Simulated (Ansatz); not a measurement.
Input for Ansatz (a program for electronic structure): U-CCSD(T)/def2-TZVPP on BFHI (SMILES FBI), a point of a bond scan (R = 2.623 Å). Elements past Kr take the def2 small-core potentials; no spin–orbit coupling. The run froze 11 orbitals, filled d shells among them.

Ansatz 0.2 input:
```yaml
crystal:
  periodic: [false, false, false]
  atoms:
    - {symbol: B, position_ang: [-0.24474767, -1.33345574, 0.80641967]}
    - {symbol: F, position_ang: [1.82935233, -2.15405540, 2.18693457]}
    - {symbol: H, position_ang: [-1.26010087, -1.94582817, 0.81786299]}
    - {symbol: I, position_ang: [-0.08767701, 0.45862089, -0.34566142]}
basis:
  gaussian:
    orbitals: def2-TZVPP
correlation: {method: ccsd_t, electrons: outside_noble_gas}
scf: {omitted_lower_state_checks: [cluster_reference]}
magnetization: {spin_polarized: true, initial_magnetization: 0}
```

It printed:

```
WARN ansatz: RAYON_NUM_THREADS=1 ignored (pool sized by the plan → 1); use --threads N
Functional definition: HF
these checks for a lower state are left out or cut short: cluster_reference
integrals: 0.34 GiB planned
953 factors; integrals over basis functions are off by at most 1.2e-3 eV
mean field: 0.42 GiB planned
mean field evaluation 1: about -11458.1984 eV, gradient 3.0e1 eV
mean field evaluation 2: about -11458.2008 eV, gradient 3.0e1 eV
mean field evaluation 4: about -11462.6760 eV, gradient 2.8e0 eV
mean field evaluation 8: about -11462.7999 eV, gradient 2.2e-1 eV
mean field evaluation 16: about -11462.9663 eV, gradient 2.0e0 eV
mean field evaluation 32: about -11462.9922 eV, gradient 1.9e0 eV
mean field evaluation 64: about -11464.1905 eV, gradient 1.5e-1 eV
mean field evaluation 96: about -11463.9624 eV, gradient 8.2e0 eV
mean field evaluation 128: about -11463.7272 eV, gradient 3.2e-2 eV
mean field evaluation 160: about -11462.7904 eV, gradient 5.3e-1 eV
mean field -11464.19078153 eV, -421.3012405135 hartree, gradient 2.8e-6 eV, S^2 0.905680; 15 other end points of the search recorded, 0 dependent functions left out
11 core orbitals not correlated
reference -11464.19078153 eV, -421.3012405135 hartree; 9, 9 occupied and 106, 106 virtual orbitals, 953 factors
second order -11.44894969 eV of doubles, -0.00000000 eV of singles
coupled cluster: 0.89 GiB planned
cycle   1  -12.11651470 eV  change   -6.7e-1 eV  update   1.1e-1
cycle   2  -12.49554210 eV  change   -3.8e-1 eV  update   4.6e-2
cycle   3  -12.61403969 eV  change   -1.2e-1 eV  update   4.8e-2
cycle   4  -12.72619500 eV  change   -1.1e-1 eV  update   3.9e-2
cycle   5  -12.81906492 eV  change   -9.3e-2 eV  update   2.7e-2
cycle   6  -12.89992128 eV  change   -8.1e-2 eV  update   1.5e-2
cycle   7  -12.93305350 eV  change   -3.3e-2 eV  update   9.1e-3
cycle   8  -12.95333371 eV  change   -2.0e-2 eV  update   5.9e-3
cycle   9  -12.97356175 eV  change   -2.0e-2 eV  update   4.2e-3
cycle  10  -12.97509022 eV  change   -1.5e-3 eV  update   2.6e-3
cycle  11  -12.98317504 eV  change   -8.1e-3 eV  update   1.3e-3
cycle  12  -12.98561708 eV  change   -2.4e-3 eV  update   6.9e-4
cycle  13  -12.98407293 eV  change    1.5e-3 eV  update   4.1e-4
cycle  14  -12.98485641 eV  change   -7.8e-4 eV  update   2.1e-4
cycle  15  -12.98471073 eV  change    1.5e-4 eV  update   1.3e-4
cycle  16  -12.98473285 eV  change   -2.2e-5 eV  update   8.9e-5
cycle  17  -12.98473791 eV  change   -5.1e-6 eV  update   6.2e-5
cycle  18  -12.98473901 eV  change   -1.1e-6 eV  update   4.9e-5
cycle  19  -12.98474691 eV  change   -7.9e-6 eV  update   3.9e-5
cycle  20  -12.98469843 eV  change    4.8e-5 eV  update   3.1e-5
cycle  21  -12.98470886 eV  change   -1.0e-5 eV  update   2.2e-5
cycle  22  -12.98473046 eV  change   -2.2e-5 eV  update   1.4e-5
cycle  23  -12.98476220 eV  change   -3.2e-5 eV  update   8.1e-6
cycle  24  -12.98476661 eV  change   -4.4e-6 eV  update   5.0e-6
cycle  25  -12.98476103 eV  change    5.6e-6 eV  update   3.6e-6
cycle  26  -12.98475276 eV  change    8.3e-6 eV  update   2.5e-6
coupled cluster: 0.89 GiB planned
perturbative correction -0.57651606 eV, -0.0211865743 hartree
Total energy: -11477.75205034 eV, -421.7996079503 hartree
Checks for a lower state left out: cluster_reference
```

Self-consistency was reached. Its determinant has ⟨S²⟩ = 0.91, a mixture of spin states.

Cost: roughly 40 core-seconds.
